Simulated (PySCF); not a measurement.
## Unknown compound

The spectra below were simulated for a compound C$_{4}$H$_{7}$F$_{3}$O$_{3}$.

¹H NMR (500 MHz, computed): δ 6.75 (m, 1H), 3.90 (s, 6H).

¹³C{¹H} NMR (computed): δ 130.1 (C), 121.3 (CH), 55.6 (CH3).

Computed data (PySCF 2.14.0 with density-fitted response routines): σ from GIAO-PBE0/pcSseg-1, structure optimised with GFN2-xTB. No relativistic terms, a single conformation, in vacuum, rapidly exchanging positions averaged.

Chemical shifts δ = σref − σ; TMS for ¹H, ¹³C, all at this level.

Question: Deduce the structure.

Answer: 
- Rings plus π bonds: 0.
- 3 carbon signals for 4 carbons: some carbons are equivalent by symmetry or fast rotation.
- Carbon types of the structure: 1 × C, 1 × CH, 2 × CH3, which accounts for all hydrogens.
- δC 130.1: sp3 carbon bearing two oxygens; 4 electronegative neighbours deshield it.
- δC 121.3: sp3 CH bonded to 2 F and O; 3 electronegative neighbours deshield it.
- δC 55.6: methyl carbon bonded to O; deshielded by the electronegative neighbour.
- δH 6.75: hydrogen on an sp3 CH bonded to 2 F and O; its carbon carries F and O, which withdraws density.
- δH 3.90: hydrogen on a methyl carbon bonded to O; its carbon carries O, an electronegative neighbour.

Structure: `InChI=1S/C4H7F3O3/c1-8-4(7,9-2)10-3(5)6/h3H,1-2H3`.

This is the structure that produced the data.

Splittings by ¹⁹F in the carbon and heteronuclear signals aren't shown, as no couplings were computed. Shifts are as computed. Against solution values, carbons near 30 ppm lie about +3 ppm off and those near 130 ppm about +5 ppm. Of 1211 compounds with measured shifts, 218 miss one by over three times the rms of a fit or turn the order of signals round; such compounds aren't used in these exercises. No couplings were computed; multiplicities are counted from neighbouring protons, with m where these are inequivalent, close in shift, in a saturated or five-membered ring or joined by F or P, and br s for small geminal =CH2 splittings.
